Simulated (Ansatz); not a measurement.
CH$_{6}$O$_{2}$S$_{2}$Si, singlet, at a GFN2-xTB geometry, with bond 11-5 at 1.8 times its length; CASSCF(2,3)/STO-3G in Ansatz (a first-principles code).

Input for Ansatz:
Ansatz 0.2 input:
```yaml
crystal:
  periodic: [false, false, false]
  atoms:
    - {symbol: C, position_ang: [2.27858865, 1.09423595, -0.00766024]}
    - {symbol: O, position_ang: [1.06805365, 0.94941428, 0.68299512]}
    - {symbol: Si, position_ang: [-0.21721386, 0.04142982, 0.32899387]}
    - {symbol: O, position_ang: [-1.17250282, 0.00589387, 1.62160991]}
    - {symbol: S, position_ang: [-1.35303120, 0.88466481, -1.30708449]}
    - {symbol: S, position_ang: [0.41776429, -1.96476080, -0.08119065]}
    - {symbol: H, position_ang: [2.70248488, 0.11790893, -0.24934711]}
    - {symbol: H, position_ang: [2.96211921, 1.63828973, 0.64286219]}
    - {symbol: H, position_ang: [2.12635607, 1.65941640, -0.93012138]}
    - {symbol: H, position_ang: [-1.42237764, 0.80961997, 2.07095912]}
    - {symbol: H, position_ang: [0.34755259, 0.67294616, -2.96594228]}
    - {symbol: H, position_ang: [-0.79099408, -2.49864100, -0.09007151]}
basis:
  gaussian:
    orbitals: STO-3G
hamiltonian:
  xc: hf
magnetization: {spin_polarized: false}
correlation: {active_space: {window: {electrons: 2, orbitals: 3}}}
```

Task: Predict the main parts of the log of this Ansatz run.

Result: 
```
Functional definition: HF
590 factors; integrals over basis functions are off by at most 3.9e-5 eV
mean field evaluation 1: about -34292.1727 eV, gradient 3.2e1 eV
mean field evaluation 2: about -34292.3383 eV, gradient 3.2e1 eV
mean field evaluation 4: about -34296.5995 eV, gradient 3.3e0 eV
mean field evaluation 8: about -34296.6609 eV, gradient 5.4e-2 eV
mean field -34296.66090603 eV, -1260.3790411850 hartree, gradient 1.5e-6 eV, S^2 0.000000; 0 other end points of the search recorded, 0 dependent functions left out
reference -34296.66090603 eV, -1260.3790411850 hartree; 37, 37 occupied and 11, 11 virtual orbitals, 590 factors
state -34299.88527909 eV, -1260.4975347093 hartree
Total energy: -34299.88527909 eV, -1260.4975347093 hartree
```
